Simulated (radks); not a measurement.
Results of a calculation; reference values are marked as such.
All-electron atom: the zinc ion Zn3+ in [Ne] 3s1 3p6 3d9 4d1 (not the ground configuration).

Code: a radial shooting solver on a logarithmic mesh with Libxc functionals. Model: scalar-relativistic Kohn-Sham, exchange-only r2SCAN, spin-polarised, spherical densities, finite nucleus; open shells are filled with parallel spins first; meta-GGA in the generalised Kohn-Sham scheme; Fermi nuclear charge, rms radius 3.9283 fm.

Energy parts (Ry):
total: -3572.86567
kinetic: 3632.24317
electron-nucleus: -8507.80870
Hartree: 1439.38868
exchange: -136.68883

Orbitals (lengths in bohr, moments of r in powers of bohr; r(90%) holds 90 % of the orbital's charge):
orbital  occ.  eigenvalue (Ry)       <r^4>  r(90%)      <r>   <1/r>
1s up       1        -706.9146  0.00002990  0.0899  0.05031   30.23
1s down     1        -706.8589  0.00002991  0.0899  0.05031   30.22
2s up       1        -90.39537    0.006308   0.349   0.2258   6.606
2s down     1        -90.27380    0.006284   0.349   0.2257   6.607
2p up       3        -78.80154    0.004694   0.324   0.1982   6.465
2p down     3        -78.69168    0.004673   0.324   0.1981   6.467
3s up       1        -14.11217      0.4230   0.998   0.6692   2.123
3s down     0        -13.75363      0.4352    1.01   0.6732   2.109
3p up       3        -10.56200      0.5406    1.06   0.6937   1.978
3p down     3        -10.22491      0.5618    1.07   0.6991   1.964
3d up       5         -4.80706       1.190    1.27   0.7665   1.673
3d down     4         -4.51825       1.290    1.30   0.7798   1.653
4s up       0         -2.95423       27.28    2.83    1.938  0.6800
4s down     0         -2.79038       25.44    2.78    1.908  0.6937
4p up       0         -2.24773       49.63    3.30    2.243  0.5780
4p down     0         -2.06114       46.63    3.24    2.201  0.5943
4d up       1         -1.32940       179.6    4.56    3.092  0.4144

The highest occupied level is 4d up at -18.087 eV. The configuration is held as typed, so some empty levels lie below it. Summed over all electrons, <r^2> = 21.91 bohr^2, which gives a Langevin (diamagnetic) susceptibility term of -17.4 x 10^-6 cm^3/mol. The electron density at the nucleus is 2.515e+04 e/bohr^3 (large components only). Spin moment in Bohr magnetons: 3.
